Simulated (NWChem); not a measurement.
System: CH4Cl2Ge; SMILES [CH3][GeH]([Cl])[Cl]

Here is an NWChem input.

```
start job
memory heap 200 mb stack 900 mb global 1100 mb
geometry units angstroms noautoz
  Ge    -0.318142    -0.000781     0.357035
  C     -2.002279    -0.003136    -0.619676
  Cl     0.824066    -1.759927    -0.226300
  Cl     0.820652     1.759807    -0.228502
  H     -0.409996     0.000052     1.900797
  H     -2.583534    -0.907092    -0.353138
  H     -2.581724     0.904176    -0.360788
  H     -1.790346    -0.007977    -1.705387
end
basis spherical
  Ge library 6-31g*
  C library 6-31g*
  Cl library 6-31g*
  H library 6-31g*
end
dft
  xc xtpss03 ctpss03
  iterations 150
  mulliken
end
task dft energy
```

Output (shortened):

```
             Northwest Computational Chemistry Package (NWChem) 7.3.0
             --------------------------------------------------------

 C1  symmetry detected

                             Geometry "geometry" -> ""
                             -------------------------

 Output coordinates in angstroms (scale by  1.889725989 to convert to a.u.)

  No.       Tag          Charge          X              Y              Z
 ---- ---------------- ---------- -------------- -------------- --------------
    1 Ge                  32.0000    -0.30645277     0.00001974     0.35634187
    2 C                    6.0000    -1.96465568    -0.00014332    -0.66378089
    3 Cl                  17.0000     0.84889029    -1.75984118    -0.19826199
    4 Cl                  17.0000     0.84879534     1.75989516    -0.19828929
    5 H                    1.0000    -0.43837003    -0.00001558     1.89719774
    6 H                    1.0000    -2.55347439    -0.90371561    -0.41301014
    7 H                    1.0000    -2.54978834     0.90755426    -0.41944620
    8 H                    1.0000    -1.72460033    -0.00451254    -1.74362428

 Effective nuclear repulsion energy (a.u.)     454.6854469834

                                 NWChem DFT Module
                                 -----------------

 Summary of "ao basis" -> "ao basis" (spherical)
 ------------------------------------------------------------------------------
       Tag                 Description            Shells   Functions and Types
 ---------------- ------------------------------  ------  ---------------------
 Ge                          6-31g*                 12       32   5s4p3d
 C                           6-31g*                  6       14   3s2p1d
 Cl                          6-31g*                  8       18   4s3p1d
 H                           6-31g*                  2        2   2s

            General Information
            -------------------
          SCF calculation type: DFT
          Wavefunction type:  closed shell.
          No. of atoms     :     8
          No. of electrons :    76
           Alpha electrons :    38
            Beta electrons :    38
          Charge           :     0
          Spin multiplicity:     1
          Use of symmetry is: off; symmetry adaption is: off
          Maximum number of iterations: 150
          AO basis - number of functions:    90
                     number of shells:    42
          Convergence on energy requested:  1.00D-06
          Convergence on density requested:  1.00D-05
          Convergence on gradient requested:  5.00D-04

              XC Information
              --------------
                  TPSS metaGGA Exchange Functional  1.000
             TPSS03 metaGGA Correlation Functional  1.000

             Grid Information
             ----------------
          Grid used for XC integration:  medium
          Radial quadrature: Mura-Knowles
          Angular quadrature: Lebedev.
          Tag              B.-S. Rad. Rad. Pts. Rad. Cut. Ang. Pts.
          ---              ---------- --------- --------- ---------
          Ge                  1.25      112           8.0       590
          C                   0.70       49          10.0       434
          Cl                  1.00       88          11.0       590
          H                   0.35       45          11.0       434
          Grid pruning is: on
          Number of quadrature shells:   517
          Spatial weights used:  Erf1

      Superposition of Atomic Density Guess
      -------------------------------------

 Sum of atomic energies:       -3033.57578621

      Non-variational initial energy
      ------------------------------

 Total energy =   -3034.784020
 1-e energy   =   -5123.783960
 2-e energy   =    1634.314493
 HOMO         =      -0.352174
 LUMO         =       0.034290

     ---------------------------------------------
      Total Density - Mulliken Population Analysis
     ---------------------------------------------

    Atom       Charge   Shell Charges
 -----------   ------   -------------------------------------------------------
    1 Ge  32    31.04   2.00  2.00  6.00  2.00  5.99  1.11  1.43  0.10  0.21  6.88  2.96  0.35
    2 C    6     6.87   2.00  0.72  2.04  0.70  1.39  0.02
    3 Cl  17    17.44   2.00  2.00  5.98  1.38  3.72  0.56  1.79  0.01
    4 Cl  17    17.44   2.00  2.00  5.98  1.38  3.72  0.56  1.79  0.01
    5 H    1     0.97   0.44  0.53
    6 H    1     0.74   0.45  0.29
    7 H    1     0.74   0.45  0.29
    8 H    1     0.75   0.45  0.30

   convergence    iter        energy       DeltaE   RMS-Dens  Diis-err
 ---------------- ----- ----------------- --------- --------- ---------
 d= 0,ls=0.0,diis     1  -3037.6338813564 -3.49D+03  1.87D-02  5.03D-01
 d= 0,ls=0.0,diis     2  -3037.5889765217  4.49D-02  1.23D-02  7.02D-01
 d= 0,ls=0.0,diis     3  -3037.6999182936 -1.11D-01  2.13D-03  7.45D-02
 d= 0,ls=0.0,diis     4  -3037.7071696826 -7.25D-03  5.02D-04  7.96D-03
 d= 0,ls=0.0,diis     5  -3037.7076642696 -4.95D-04  1.61D-04  1.70D-04
  Resetting Diis
 d= 0,ls=0.0,diis     6  -3037.7076827990 -1.85D-05  5.24D-05  4.29D-05
 d= 0,ls=0.0,diis     7  -3037.7076881807 -5.38D-06  2.55D-05  1.02D-06
 d= 0,ls=0.0,diis     8  -3037.7076880811  9.97D-08  1.25D-05  2.39D-06
 d= 0,ls=0.0,diis     9  -3037.7076883131 -2.32D-07  1.92D-06  1.78D-08

         Total DFT energy =    -3037.707688313056
      One electron energy =    -5124.445288909145
           Coulomb energy =     1774.542882178629
    Exchange-Corr. energy =     -142.490728565895
 Nuclear repulsion energy =      454.685446983355

 Numeric. integr. density =       76.000007526665

                       DFT Final Molecular Orbital Analysis
                       ------------------------------------

 Vector   36  Occ=2.000000D+00  E=-2.863198D-01
              MO Center=  8.1D-01,  1.4D-04, -1.8D-01, r^2= 4.2D+00
   Bfn.  Coefficient  Atom+Function         Bfn.  Coefficient  Atom+Function
  ----- ------------  ---------------      ----- ------------  ---------------
    55      0.467580  3 Cl pz                73     -0.467543  4 Cl pz
    59      0.257142  3 Cl pz                77     -0.257111  4 Cl pz
    53      0.208865  3 Cl px                71     -0.209055  4 Cl px
    51     -0.183698  3 Cl pz                69      0.183682  4 Cl pz
    57      0.117237  3 Cl px                75     -0.117327  4 Cl px

 Vector   37  Occ=2.000000D+00  E=-2.794888D-01
              MO Center=  8.0D-01, -2.5D-04, -1.8D-01, r^2= 4.4D+00
   Bfn.  Coefficient  Atom+Function         Bfn.  Coefficient  Atom+Function
  ----- ------------  ---------------      ----- ------------  ---------------
    54      0.393719  3 Cl py                72      0.393666  4 Cl py
    53      0.326586  3 Cl px                71     -0.326578  4 Cl px
    58      0.209285  3 Cl py                76      0.209253  4 Cl py
    57      0.176356  3 Cl px                75     -0.176361  4 Cl px
    50     -0.153884  3 Cl py                68     -0.153863  4 Cl py

 Vector   38  Occ=2.000000D+00  E=-2.734898D-01
              MO Center=  2.4D-01, -4.0D-04, -5.2D-02, r^2= 4.8D+00
   Bfn.  Coefficient  Atom+Function         Bfn.  Coefficient  Atom+Function
  ----- ------------  ---------------      ----- ------------  ---------------
    55      0.377899  3 Cl pz                73      0.377819  4 Cl pz
    53      0.230455  3 Cl px                71      0.230316  4 Cl px
    59      0.205978  3 Cl pz                77      0.205930  4 Cl pz
    35      0.198019  2 C  px                84     -0.187132  5 H  s
    13     -0.147498  1 Ge pz                51     -0.147810  3 Cl pz

 Vector   39  Occ=0.000000D+00  E=-5.052780D-02
              MO Center=  2.0D-01, -1.3D-04,  1.4D-01, r^2= 4.1D+00
   Bfn.  Coefficient  Atom+Function         Bfn.  Coefficient  Atom+Function
  ----- ------------  ---------------      ----- ------------  ---------------
    10      0.944194  1 Ge s                 11     -0.469720  1 Ge px
    14     -0.394538  1 Ge s                 58      0.377271  3 Cl py
    76     -0.377211  4 Cl py                15     -0.335839  1 Ge px
    56      0.328886  3 Cl s                 74      0.328649  4 Cl s
    54      0.327009  3 Cl py                72     -0.326983  4 Cl py

 Vector   40  Occ=0.000000D+00  E=-1.720547D-02
              MO Center= -3.3D-01,  3.6D-04,  4.3D-01, r^2= 4.3D+00
   Bfn.  Coefficient  Atom+Function         Bfn.  Coefficient  Atom+Function
  ----- ------------  ---------------      ----- ------------  ---------------
    16      0.875161  1 Ge py                12      0.766763  1 Ge py
    56      0.460778  3 Cl s                 74     -0.460873  4 Cl s
    57     -0.288788  3 Cl px                75      0.288975  4 Cl px
     8     -0.235792  1 Ge py                53     -0.204761  3 Cl px
    71      0.204753  4 Cl px                58      0.196717  3 Cl py

 Vector   41  Occ=0.000000D+00  E= 1.607333D-02
              MO Center= -9.4D-01, -4.0D-04,  4.3D-01, r^2= 4.7D+00
   Bfn.  Coefficient  Atom+Function         Bfn.  Coefficient  Atom+Function
  ----- ------------  ---------------      ----- ------------  ---------------
    38      1.128533  2 C  s                 15      0.963849  1 Ge px
    14     -0.498385  1 Ge s                 84      0.438092  5 H  s
    10      0.411284  1 Ge s                 11      0.384896  1 Ge px
    39      0.322002  2 C  px                90     -0.320004  8 H  s
    17      0.171959  1 Ge pz                34      0.169533  2 C  s

     ---------------------------------------------
      Total Density - Mulliken Population Analysis
     ---------------------------------------------

[...]
```

Level: TPSS/6-31G* (spherical d). Coordinates come from a PBE-D3(BJ)/def2-SVP optimisation.
